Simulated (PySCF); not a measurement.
Species, as SMILES: NB(F)F.
Geometry (B3LYP-D3(BJ)/def2-TZVP, fixed):
```xyz
6

B      0.0183    -0.0197     0.0248
F      1.2393    -0.4934    -0.2319
F     -0.5103    -0.2912     1.2198
N     -0.6792     0.7310    -0.9204
H     -1.5987     1.0964    -0.7469
H     -0.2993     0.9462    -1.8251
```
Charge 0, spin multiplicity 1.

Basis-set convergence of the mean static polarisability at PBE0 with PySCF. All functions are spherical. Density fitting with generated auxiliary sets. In sets without p functions on hydrogen, species with hydrogen take exact integrals. Species with rotatable bonds are taken in one conformer. No added dispersion term, no relativity. Reference: the value in d-aug-cc-pVTZ, 24.65 bohr³, itself unsure by roughly 0.5 % (its mean distance from aug-pcseg-2, aug-cc-pVTZ). Deviations are taken from unrounded values. Cost is core time over that of def2-SVP, rough, on shared machines of one kind; a dash marks a row that isn't timed (too short, read off another run, short of memory, by another algorithm or on other hardware).

| basis | functions | mean static polarisability (bohr³) | minus reference (%) | cost |
|---|---|---|---|---|
| def2-SV(P) | 60 | 16.83 | -31.7 | - |
| def2-SVP | 66 | 17.25 | -30.0 | 1× |
| def2-SVPD | 102 | 23.88 | -3.1 | 2× |
| def2-TZVP | 136 | 21.72 | -11.9 | 3× |
| def2-TZVPP | 152 | 21.99 | -10.8 | 5× |
| def2-TZVPD | 172 | 24.46 | -0.8 | 6× |
| def2-TZVPPD | 188 | 24.48 | -0.7 | 7× |
| def2-QZVPP | 288 | 23.43 | -5.0 | 20× |
| def2-QZVPPD | 324 | 24.57 | -0.3 | 40× |

The smallest set listed that lies within 2 % of the reference with all its larger relatives (same family, alike in diffuse functions; a set with none counts only in the reference's own line) is def2-TZVPD (172 functions, 6× in cost, -0.8 % off).
